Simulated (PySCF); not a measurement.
This PySCF input asks for the NMR shieldings of `O[Si]1(S[SiH3])SCCS1`, C$_{2}$H$_{8}$OS$_{3}$Si$_{2}$; the geometry comes from GFN2-xTB.

```python
import basis_set_exchange as bse
import numpy as np
from pyscf import gto, dft
from pyscf.prop import nmr

atoms = """
O    -0.968249    1.491606   -0.605843
Si   -0.253663    0.144240   -0.043956
S    -1.871142   -0.935467    0.812609
Si   -3.470056    0.455167    0.389159
S     1.360109    0.644769    1.284200
C     2.398366   -0.729766    0.698446
C     2.464074   -0.737777   -0.811333
S     0.812493   -0.948326   -1.560740
H    -0.464970    2.193140   -1.018624
H    -3.558494    0.609181   -1.052674
H    -3.178135    1.694462    1.089188
H    -4.601446   -0.263163    0.953538
H     1.980693   -1.660195    1.083523
H     3.389822   -0.573184    1.122588
H     3.068691   -1.572228   -1.165324
H     2.884309    0.196484   -1.186168
"""
names = dict.fromkeys(["O", "Si", "S", "C", "H"], "pcSseg-1")
basis = {el: gto.basis.parse(bse.get_basis(n, elements=[el], fmt="nwchem")) for el, n in names.items()}
mol = gto.M(atom=atoms, basis=basis, charge=0, verbose=0)
mf = dft.RKS(mol, xc="PBE0")
mf.grids.level = 2
mf.grids.alignment = dft.numint.BLKSIZE   # the property module wants whole blocks of grid points
mf.conv_tol = 1e-9
mf.kernel()

calc = nmr.RKS(mf)   # GIAO
C = mf.mo_coeff
Co = C[:, mf.mo_occ > 0]
resp = mf.gen_response(singlet=True, hermi=2)
def vind(x):   # induced exchange potential for any number of trial vectors
    d = np.einsum("pi,xij,qj->xpq", C, 2 * x.reshape(-1, C.shape[1], Co.shape[1]), Co, optimize=True)
    return np.einsum("xpq,pi,qj->xij", resp(d - d.transpose(0, 2, 1)), C, Co, optimize=True).ravel()
mo1, _ = nmr.rhf.solve_mo1(calc, with_cphf=vind)
sigma = calc.kernel(mo1)
for i, s in enumerate(sigma):   # ppm
    w = np.linalg.eigvalsh((s + s.T) / 2)
    print("%2d %-2s iso %8.1f  s11 %8.1f  s22 %8.1f  s33 %8.1f" % (i, mol.atom_pure_symbol(i), w.mean(), *w))
```

Question: What are the results?

Answer: 
```
 0 O  iso    251.9  s11    229.7  s22    239.2  s33    286.9
 1 Si iso    302.8  s11    279.7  s22    305.2  s33    323.3
 2 S  iso    750.0  s11    661.1  s22    675.7  s33    913.3
 3 Si iso    407.7  s11    375.9  s22    406.8  s33    440.4
 4 S  iso    566.9  s11    506.7  s22    534.8  s33    659.2
 5 C  iso    146.5  s11    114.5  s22    153.6  s33    171.5
 6 C  iso    144.6  s11    113.5  s22    153.5  s33    166.9
 7 S  iso    559.4  s11    469.2  s22    512.2  s33    697.0
 8 H  iso     29.4  s11     21.1  s22     24.7  s33     42.5
 9 H  iso     26.9  s11     22.5  s22     25.6  s33     32.5
10 H  iso     26.9  s11     22.5  s22     25.6  s33     32.6
11 H  iso     27.2  s11     23.0  s22     24.7  s33     33.9
12 H  iso     28.9  s11     24.0  s22     26.8  s33     36.0
13 H  iso     28.7  s11     22.0  s22     26.4  s33     37.8
14 H  iso     28.7  s11     22.1  s22     26.5  s33     37.5
15 H  iso     28.8  s11     23.3  s22     26.6  s33     36.5
```

These numbers come from an equivalent density-fitted implementation of the same equations, which agrees with the script to about 0.01 ppm for H and up to a few tenths of a ppm for heavy atoms, so last digits may differ.

Question: Turn these shieldings into chemical shifts. Referencing at the same level of theory: H2O for ¹⁷O (σref 336.08); ²⁹Si (σref 349.16) and ¹³C (σref 186.93) and ¹H (σref 31.72) against TMS; ³³S (σref 503.73) vs CS2.

Answer: Averaging equivalent atoms: O 0: 84.2; Si 1: 46.4; Si 3: -58.6; S 4/7: -59; S 2: -246; C 5/6: 41.4; H 9/10/11: 4.72; H 13/15: 2.95; H 12/14: 2.91; H 8: 2.31 ppm. Experimental scales use liquid or dissolved standards, which lie at an offset from isolated H2O (liquid H2O: subtract about 36 ppm).

Size and cost of the density-fitted run: 211 basis functions, 28 s wall time on 1 thread of an AMD EPYC 9R45 96-Core, shared host; peak memory 0.95 GiB.
